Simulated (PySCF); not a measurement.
PySCF job for C4H7NSi, SMILES CC1=CN=C[SiH2]1, PBE-D3(BJ)/def2-SVP. Geometry optimised at PBE-D3(BJ)/def2-SVP. This is a generated structure with no PubChem entry under its InChIKey; it may be hypothetical.

```python
import numpy as np
from pyscf import gto, scf, dft, df
from pyscf.hessian import thermo

mol = gto.M(
    atom='''
    C    -0.01959241   -2.37118132    0.00000000
    C    -0.13015859   -0.87867820    0.00000000
    C    -1.30234655   -0.17958049   -0.00000000
    N    -1.32276967    1.24742116   -0.00000000
    C    -0.14639673    1.79385988   -0.00000000
    Si    1.21275289    0.44879953    0.00000000
    H     0.53936276   -2.73838932   -0.88755352
    H    -1.01660797   -2.85804122    0.00000000
    H     0.53936276   -2.73838932    0.88755351
    H    -2.29610676   -0.66322247   -0.00000000
    H    -0.07368508    2.89815348   -0.00000000
    H     2.08974358    0.44911402    1.22403846
    H     2.08974358    0.44911402   -1.22403847
    ''',
    basis='def2-SVP',
    charge=0,
    spin=0,
    max_memory=1600,
    verbose=3,
)
mf = dft.RKS(mol, xc='pbe').density_fit(auxbasis='def2-universal-jkfit')
mf.disp = 'd3bj'
mf.grids.level = 3
mf.conv_tol = 1e-11
mf.max_cycle = 100
mf.kernel()

# [left out here: the lines that compute and print the analytic Hessian (its translational invariance restored by hand, since the grid's response is missing), thermochemistry and intensities]
```

It prints:

```
converged SCF energy = -500.177336518468

WARN: DFTD3 does not support analytical Hessian, using finite difference


WARN: Mole.unit (angstrom) is changed to Bohr

Mode                                 0                   1                   2
Irrep
Freq [cm^-1]                      151.3015            198.1212            263.3933
Reduced mass [au]                   1.1040              2.0853              1.7571
Force const [Dyne/A]                0.0149              0.0482              0.0718
Char temp [K]                     217.6891            285.0522            378.9643
Normal mode                   x     y     z       x     y     z       x     y     z
       0   C                -0.00 -0.00 -0.03    0.00  0.00 -0.09    0.00  0.00 -0.05
       1   C                -0.00 -0.00  0.01   -0.00  0.00  0.06   -0.00  0.00  0.17
       2   C                -0.00  0.00  0.03   -0.00  0.00  0.10   -0.00  0.00 -0.01
       3   N                 0.00  0.00 -0.03    0.00  0.00  0.04    0.00  0.00 -0.07
       4   C                 0.00  0.00 -0.05    0.00 -0.00 -0.15    0.00  0.00  0.02
       5  Si                -0.00  0.00  0.03   -0.00 -0.00  0.02   -0.00 -0.00  0.01
       6   H                -0.46  0.02 -0.33    0.16  0.12 -0.04   -0.02  0.17 -0.13
       7   H                 0.00 -0.00  0.46    0.00 -0.00 -0.33    0.00 -0.00 -0.14
       8   H                 0.46 -0.02 -0.33   -0.16 -0.12 -0.04    0.02 -0.17 -0.13
       9   H                -0.00  0.00  0.08   -0.00  0.00  0.13   -0.00  0.00 -0.16
      10   H                 0.00  0.00 -0.10    0.00 -0.00 -0.21    0.00 -0.00 -0.02
      11   H                -0.08  0.01  0.09   -0.19  0.17  0.16    0.36  0.09 -0.25
      12   H                 0.08 -0.01  0.09    0.19 -0.17  0.16   -0.36 -0.09 -0.25
Mode                                 3                   4                   5
Irrep
Freq [cm^-1]                      269.0265            336.6049            454.7440
Reduced mass [au]                   2.7436              1.8603              7.0815
Force const [Dyne/A]                0.1170              0.1242              0.8628
Char temp [K]                     387.0692            484.2995            654.2754
Normal mode                   x     y     z       x     y     z       x     y     z
       0   C                 0.15  0.04  0.00   -0.00  0.00 -0.02   -0.01  0.11  0.00
       1   C                -0.08  0.02 -0.00    0.00  0.00 -0.07   -0.02  0.08  0.00
       2   C                -0.07  0.04 -0.00    0.00 -0.00  0.13   -0.06 -0.01 -0.00
       3   N                 0.01  0.06  0.00   -0.00 -0.00 -0.12   -0.09 -0.03 -0.00
       4   C                 0.04  0.00 -0.00   -0.00 -0.00  0.03   -0.07 -0.07  0.00
       5  Si                -0.04 -0.07 -0.00    0.00  0.00  0.03    0.11 -0.04  0.00
       6   H                 0.23  0.16  0.00    0.07 -0.02  0.03   -0.01  0.11  0.00
       7   H                 0.25 -0.17  0.00   -0.00  0.00 -0.09   -0.01  0.10  0.00
       8   H                 0.23  0.16 -0.00   -0.07  0.02  0.03   -0.01  0.11 -0.00
       9   H                -0.09  0.10  0.00    0.00 -0.00  0.38   -0.03 -0.08 -0.00
      10   H                 0.08 -0.00  0.00   -0.00 -0.00 -0.25   -0.06 -0.07  0.00
      11   H                -0.04 -0.15 -0.00    0.13 -0.34 -0.06    0.10 -0.08  0.01
      12   H                -0.04 -0.15  0.00   -0.13  0.34 -0.06    0.10 -0.08 -0.01
Mode                                 6                   7                   8
Irrep
Freq [cm^-1]                      555.0194            585.4502            620.1918
Reduced mass [au]                   2.1221              4.7257              5.2456
Force const [Dyne/A]                0.3852              0.9543              1.1888
Char temp [K]                     798.5493            842.3325            892.3180
Normal mode                   x     y     z       x     y     z       x     y     z
       0   C                -0.00  0.00  0.01   -0.00 -0.09 -0.00    0.02 -0.11 -0.00
       1   C                 0.00  0.00  0.10   -0.13 -0.05  0.00    0.02 -0.04  0.00
       2   C                 0.00 -0.00  0.02   -0.12 -0.01  0.00    0.04  0.07  0.00
       3   N                -0.00 -0.00 -0.10    0.03 -0.00 -0.00   -0.11  0.12 -0.00
       4   C                -0.00  0.00  0.11    0.04 -0.03  0.00   -0.08  0.07  0.00
       5  Si                -0.00 -0.00 -0.07    0.07  0.08 -0.00    0.04 -0.05 -0.00
       6   H                 0.00  0.13 -0.05    0.06 -0.01  0.00    0.03 -0.11 -0.00
       7   H                -0.00  0.00 -0.08    0.07 -0.25 -0.00    0.03 -0.13 -0.00
       8   H                -0.00 -0.13 -0.05    0.06 -0.01 -0.00    0.03 -0.11  0.00
       9   H                 0.00 -0.00  0.10   -0.17  0.10  0.00    0.05  0.04  0.00
      10   H                -0.00  0.00  0.28    0.05 -0.03  0.00   -0.03  0.07  0.00
      11   H                -0.34 -0.05  0.18    0.07  0.12 -0.00    0.06  0.19 -0.01
[...]
       1   C                 0.02  0.04  0.00    0.00 -0.00  0.02    0.00 -0.03 -0.00
       2   C                -0.02  0.01 -0.00   -0.00  0.00  0.00   -0.03  0.04 -0.00
       3   N                 0.00 -0.01  0.00   -0.00 -0.00 -0.00   -0.01 -0.01 -0.00
       4   C                -0.00  0.00  0.00    0.00  0.00  0.00    0.01  0.01 -0.00
       5  Si                -0.00 -0.00  0.00    0.00  0.00 -0.00    0.00  0.00  0.00
       6   H                -0.01  0.47 -0.25   -0.34 -0.34 -0.04    0.48 -0.06  0.33
       7   H                -0.21  0.34  0.00   -0.00  0.00 -0.69   -0.24  0.42  0.00
       8   H                -0.01  0.47  0.25    0.34  0.34 -0.04    0.48 -0.06 -0.33
       9   H                -0.01 -0.02  0.00    0.00 -0.00 -0.00    0.03 -0.11  0.00
      10   H                 0.02 -0.00  0.00    0.00  0.00 -0.00    0.01  0.01  0.00
      11   H                -0.00  0.00  0.00   -0.00 -0.00  0.00    0.00 -0.00  0.00
      12   H                -0.00  0.00 -0.00    0.00  0.00  0.00    0.00 -0.00 -0.00
Mode                                24                  25                  26
Irrep
Freq [cm^-1]                     1528.9618           1580.6659           2153.4273
Reduced mass [au]                   8.8535              7.0818              1.0303
Force const [Dyne/A]               12.1944             10.4250              2.8151
Char temp [K]                    2199.8357           2274.2262           3098.3024
Normal mode                   x     y     z       x     y     z       x     y     z
       0   C                -0.00  0.03  0.00   -0.00  0.03  0.00    0.00  0.00 -0.00
       1   C                 0.10 -0.08  0.00    0.12 -0.11  0.00   -0.00 -0.00  0.00
       2   C                -0.08  0.07  0.00   -0.12  0.08  0.00    0.00 -0.00 -0.00
       3   N                -0.12 -0.07  0.00    0.11  0.05  0.00    0.00  0.00 -0.00
       4   C                 0.15  0.06  0.00   -0.11 -0.04  0.00   -0.00  0.00  0.00
       5  Si                -0.00  0.00 -0.00   -0.00  0.00 -0.00    0.03  0.00  0.00
       6   H                -0.06  0.05 -0.05   -0.05  0.05 -0.03    0.00  0.00 -0.00
       7   H                 0.04 -0.07 -0.00    0.03 -0.05 -0.00   -0.00  0.00 -0.00
       8   H                -0.06  0.05  0.05   -0.05  0.05  0.03    0.00  0.00  0.00
       9   H                -0.06 -0.02 -0.00    0.00 -0.22 -0.00   -0.00 -0.00 -0.00
      10   H                -0.03  0.08  0.00    0.01 -0.06  0.00    0.01  0.01 -0.00
      11   H                 0.00 -0.01 -0.01   -0.00 -0.01  0.00   -0.39 -0.00 -0.57
      12   H                 0.00 -0.01  0.01   -0.00 -0.01 -0.00   -0.39 -0.00  0.57
Mode                                27                  28                  29
Irrep
Freq [cm^-1]                     2159.7989           2952.1933           3023.4579
Reduced mass [au]                   1.0518              1.0367              1.1005
Force const [Dyne/A]                2.8907              5.3234              5.9270
Char temp [K]                    3107.4698           4247.5488           4350.0828
Normal mode                   x     y     z       x     y     z       x     y     z
       0   C                 0.00  0.00  0.00   -0.01  0.05  0.00    0.00  0.00  0.09
       1   C                -0.00 -0.00 -0.00   -0.00 -0.00 -0.00    0.00 -0.00  0.00
       2   C                 0.00 -0.00 -0.00    0.00 -0.00  0.00    0.00  0.00  0.00
       3   N                 0.00  0.00  0.00    0.00  0.00  0.00   -0.00 -0.00 -0.00
       4   C                -0.00  0.00 -0.00   -0.00 -0.00  0.00    0.00 -0.00  0.00
       5  Si                 0.00  0.00 -0.04   -0.00 -0.00 -0.00   -0.00 -0.00  0.00
       6   H                 0.00  0.00 -0.00    0.29 -0.18 -0.47    0.35 -0.22 -0.53
       7   H                -0.00  0.00  0.00   -0.48 -0.22 -0.00   -0.00 -0.00  0.02
       8   H                -0.00 -0.00 -0.00    0.29 -0.18  0.47   -0.35  0.22 -0.53
       9   H                -0.00 -0.00 -0.00    0.00  0.01  0.00   -0.00 -0.00  0.00
      10   H                 0.00  0.00  0.00   -0.00  0.00  0.00   -0.00  0.00 -0.00
      11   H                 0.41  0.00  0.56    0.00  0.00  0.00   -0.00 -0.00 -0.00
      12   H                -0.41 -0.00  0.56    0.00  0.00 -0.00    0.00  0.00 -0.00
Mode                                30                  31                  32
Irrep
Freq [cm^-1]                     3048.6146           3061.6019           3079.6310
Reduced mass [au]                   1.1041              1.0914              1.0925
Force const [Dyne/A]                6.0457              6.0276              6.1046
Char temp [K]                    4386.2776           4404.9635           4430.9034
Normal mode                   x     y     z       x     y     z       x     y     z
       0   C                -0.09 -0.01  0.00    0.00  0.00 -0.00    0.00 -0.00 -0.00
       1   C                -0.00  0.00  0.00   -0.00 -0.00 -0.00    0.00 -0.00 -0.00
       2   C                -0.00 -0.00  0.00    0.01  0.00 -0.00   -0.08 -0.03 -0.00
       3   N                 0.00  0.00 -0.00   -0.00 -0.00  0.00   -0.00 -0.00  0.00
       4   C                -0.00  0.00 -0.00    0.01  0.08  0.00    0.00  0.01 -0.00
       5  Si                 0.00  0.00  0.00    0.00 -0.00 -0.00    0.00 -0.00 -0.00
       6   H                 0.17 -0.12 -0.29   -0.00  0.00  0.00   -0.00  0.00  0.01
       7   H                 0.72  0.35  0.00   -0.01 -0.00 -0.00   -0.01 -0.00 -0.00
       8   H                 0.17 -0.12  0.29   -0.00  0.00 -0.00   -0.00  0.00 -0.01
       9   H                 0.02  0.00  0.00   -0.06 -0.03 -0.00    0.86  0.41 -0.00
      10   H                 0.00 -0.01 -0.00   -0.06 -0.95  0.00   -0.00 -0.06  0.00
      11   H                 0.00 -0.00 -0.00   -0.00  0.00 -0.00   -0.00  0.00 -0.00
      12   H                 0.00 -0.00  0.00   -0.00  0.00  0.00   -0.00  0.00  0.00
temperature 298.1500 [K]
pressure 101325.00 [Pa]
Rotational constants [GHz] 4.72939 2.80118 1.81753
Symmetry number 1
Zero-point energy (ZPE) 0.09471 [Eh]   248653.539 [J/mol]
                           tot       elec      trans        rot        vib
Entropy [J/mol/K]       334.681      0.000    165.825    112.937     55.919
Cv [J/mol/K]            107.106      0.000     12.472     12.472     82.163
Cp [J/mol/K]            115.421      0.000     20.786     12.472     82.163
Internal energy [J/mol]                      3718.434   3718.434 259120.429
Internal energy [Eh]   -500.07581  -500.17734
Enthalpy [J/mol]                             6197.391   3718.434 259120.429
Enthalpy [Eh]          -500.07487
Gibbs free energy [J/mol]                  -43243.291 -29953.647 242448.170
Gibbs free energy [Eh] -500.11287
mode   freq/cm-1   IR/(km/mol)
   1      151.30         0.374
   2      198.12         1.862
   3      263.39         0.000
   4      269.03         1.435
   5      336.60         8.247
   6      454.74         8.952
   7      555.02        17.183
   8      585.45         3.077
   9      620.19         4.642
  10      646.72        24.638
  11      663.20         9.290
  12      811.62        36.310
  13      818.95        36.872
  14      888.07        61.820
  15      891.68         1.688
  16      961.10         6.801
  17      999.29         1.281
  18     1046.08        10.356
  19     1178.54         3.994
  20     1240.54         6.044
  21     1264.09         3.515
  22     1341.10         1.573
  23     1395.51         9.712
  24     1402.94        10.154
  25     1528.96         9.566
  26     1580.67        20.399
  27     2153.43        65.165
  28     2159.80        78.888
  29     2952.19        27.118
  30     3023.46         8.028
  31     3048.61        14.541
  32     3061.60        13.673
  33     3079.63        23.797
max |gradient| / (hartree/bohr): 6.761954001029838e-05
APT charges: [ 0.0352 -0.1563  0.1173 -0.3561  0.0137  0.736  -0.0051 -0.0198 -0.0051
  0.021   0.0057 -0.1932 -0.1932]
```

The calculation finished and met its thresholds.
